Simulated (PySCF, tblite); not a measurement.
Isomers of C2H11Si4 (doublet state). All values are computed: GFN2-xTB (tblite) harmonic vibrations without scaling, gas phase. The method is semi-empirical: single wavenumbers can be off by several per cent or more. Modes of hydrogen on silicon can be 10 to 20 % off. One conformer each. Open shells enter through the occupations alone, without spin polarisation, and single modes of such species can be off by tens of per cent.

Electronic energies: B3LYP/pcH-1 single points on the GFN2-xTB geometries (PySCF, gas phase).

```csv
SMILES,"electronic energy, lowest = 0 (kJ/mol)"
C=C[SiH2][SiH2][SiH2][SiH2],12.9
C=C[SiH2][SiH][SiH2][SiH3],0.0
C=C[SiH][SiH2][SiH2][SiH3],0.2
C=C[SiH2][SiH2][SiH][SiH3],2.6
```

Problem. How do GFN2-xTB zero-point energies change the relative energies?

Solution. 
```tsv
SMILES	ZPE (kJ/mol)	of it from modes above 1550 cm⁻¹	electronic (kJ/mol)	with ZPE, lowest = 0 (kJ/mol)	lowest mode (cm⁻¹)	rings
C=C[SiH2][SiH][SiH2][SiH3]	274.6	168.1	0.0	0.0	13i	0
C=C[SiH][SiH2][SiH2][SiH3]	274.7	168.4	0.2	0.3	12i	0
C=C[SiH2][SiH2][SiH][SiH3]	274.6	167.9	2.6	2.6	11	0
C=C[SiH2][SiH2][SiH2][SiH2]	274.0	167.5	12.9	12.4	15	0
```

The zero-point energies span 0.7 kJ/mol, from `C=C[SiH2][SiH2][SiH2][SiH2]` to `C=C[SiH][SiH2][SiH2][SiH3]`. Slightly imaginary modes are left out of the zero-point energy: `C=C[SiH2][SiH][SiH2][SiH3]` 12.6i, 5.3i cm⁻¹ and `C=C[SiH][SiH2][SiH2][SiH3]` 11.5i cm⁻¹. The order is unchanged.

Problem. And how do the electronic energies of GFN2-xTB itself compare?

Solution. `C=C[SiH2][SiH][SiH2][SiH3]` 0.0; `C=C[SiH][SiH2][SiH2][SiH3]` 8.5; `C=C[SiH2][SiH2][SiH][SiH3]` 1.2; `C=C[SiH2][SiH2][SiH2][SiH2]` 19.4 kJ/mol, lowest = 0. Against the energies above, taken from the same isomer `C=C[SiH2][SiH][SiH2][SiH3]`, the largest difference is 8.3 kJ/mol.
